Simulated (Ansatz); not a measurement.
Molecule: C₄H₃O₂ (charge -1, singlet). It need not be the lowest isomer of its formula. Whether it binds its extra electron was not tested at this geometry. 
Geometry from a B3LYP-D3(BJ)/def2-TZVP (Ansatz, a first-principles code) optimisation:
SMILES: [O-]c1ccco1
```xyz
9

O      1.9294    -0.6350    -0.2088
C      0.7948    -0.1533    -0.1119
C      0.2135     1.1109    -0.3052
C     -1.1814     1.0133    -0.0213
C     -1.4400    -0.2713     0.3338
O     -0.2831    -1.0156     0.2954
H      0.7623     1.9849    -0.6165
H     -1.9135     1.8078    -0.0743
H     -2.3410    -0.7859     0.6250
```
Charge -1, spin multiplicity 1.

Total electronic energies in hartree. Correlated levels leave the core frozen unless marked. No spin-orbit coupling. No relativistic terms. CBS(X,Y): correlation extrapolated as X^-3; Hartree-Fock from the larger set. [CCSD(T)-MP2]/basis is that difference in the basis named.

```
level                                                                 program  energy (Eh)
-------------------------------------------------------------  --------------  -----------
HF/6-31G*                                                              Ansatz   -302.90556
HF/aug-cc-pVDZ                                                         Ansatz   -302.96536
HF/aug-cc-pVQZ                                                         Ansatz   -303.05416
RI-HF/cc-pVTZ                                                          Ansatz   -303.02535
revPBE-D3(BJ)/def2-TZVPD                                       Ansatz + dftd3            …
PBE0/def2-SVP                                                          Ansatz   -304.11905
r2SCANh/def2-TZVPD                                                     Ansatz   -304.63904
B2GP-PLYP/def2-TZVPD                                                   Ansatz   -304.52658
MP2/cc-pVDZ                                                            Ansatz   -303.82771
MP2/aug-cc-pVTZ                                                        Ansatz   -304.17264
MP2/aug-cc-pVQZ                                                        Ansatz   -304.25810
MP2/cc-pV5Z                                                            Ansatz   -304.28171
MP2/CBS(aug-cc-pVTZ,aug-cc-pVQZ)                                       Ansatz    -304.3071
RI-MP2/CBS(aug-cc-pVTZ,aug-cc-pVQZ)                                    Ansatz    -304.3067
SCS-MP2/STO-3G                                                         Ansatz   -299.18141
SCS-MP2/cc-pVDZ                                                        Ansatz   -303.79440
SCS-MP2/cc-pV5Z                                                        Ansatz   -304.25966
CCSD/cc-pVQZ                                                           Ansatz   -304.23447
CCSD/cc-pV5Z                                                           Ansatz   -304.26495
CCSD(T)/cc-pwCVTZ                                                      Ansatz   -304.21860
CCSD(T) with core electrons/cc-pwCVTZ                                  Ansatz   -304.51845
RI-MP2/CBS(aug-cc-pVTZ,aug-cc-pVQZ)+[CCSD(T)-MP2]/aug-cc-pVQZ          Ansatz    -304.3592
CCSD(T)/CBS(aug-cc-pVTZ,aug-cc-pVQZ)                                   Ansatz    -304.3541
```

What belongs in the gaps?


- revPBE-D3(BJ)/def2-TZVPD, energy (Eh): -304.75374
